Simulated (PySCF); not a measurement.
How the method changes the constants of RbB

State: ³Π (triplet), unpaired electrons σ ↑, π ↑. Set-up: basis Rb def2-SVPD with ECP28, B def2-SVPD; scalar-relativistic core potentials; PySCF 2.14. De refers to Rb + B in their high-spin ground configurations, without counterpoise correction. The functionals are run spin-unrestricted. A positive dipole means Rb(−)B(+).

```csv
Level,Re (Å),ωe (cm⁻¹),De (eV),μ (D)
UHF,3.084,258,0.319,-10.86
UHF-MP2,3.040,255,0.61,n/a
UHF-SCS-MP2,3.043,256,0.51,n/a
UHF-CCSD,3.060,242,0.55,n/a
UHF-CCSD(T),3.064,239,0.60,n/a
PBE,3.055,229,1.06,-6.92
PBEsol,3.021,238,1.13,-6.99
PW91,3.046,232,1.08,-7.01
r²SCAN,3.055,241,1.08,-8.04
PBE0,3.034,242,0.94,-8.04
M06,3.002,264,n/a,-9.08
CAM-B3LYP,3.023,250,0.76,-8.67
```

(1) Which functional lies closest to UHF-CCSD(T) in De, which farthest, and by how much do they differ from it?

(2) What does a quarter of exact exchange do here, going from PBE to PBE0?

(3) What does second-order correlation do here, going from UHF to UHF-MP2?

Correlated steps freeze 1 core orbital. Correlated levels converge slowly with the basis: in double zeta they bind strong bonds too weakly, by up to about 1 eV, and carry superposition errors of some tenths. Spin–orbit coupling is left out. The state is the lowest determinant that a PBE0 search found; another state may lie lower at other levels.

The whole job (state search and all levels along the bond) took about 2 min on 1 thread of Arm Neoverse V2 (shared host), peak memory 0.64 GiB.

Results:

(1) Closest is CAM-B3LYP (-4.1 pm in Re, +4.6 % in ωe, +0.16 eV in De against UHF-CCSD(T) in the same basis), farthest PBEsol (-4.3 pm in Re, -0.4 % in ωe, +0.53 eV in De). CCSD(T) converges more slowly with the basis than the functionals do and binds too weakly in this one, so the order can change at the basis-set limit.

(2) PBE0 less PBE: -2.1 pm in Re, +5.7 % in ωe, -0.12 eV in De. Exact exchange removes part of the self-interaction that spreads semilocal densities, and in most molecules shortens and stiffens the bond and lowers De; so it does here.

(3) UHF-MP2 less UHF: -4.4 pm in Re, -1.2 % in ωe, +0.29 eV in De. Correlation nearly always deepens the well. The bond shortens, as in weak, metallic or heavy-atom bonds, where dispersion and the correlation of outer-core electrons pull the atoms together.
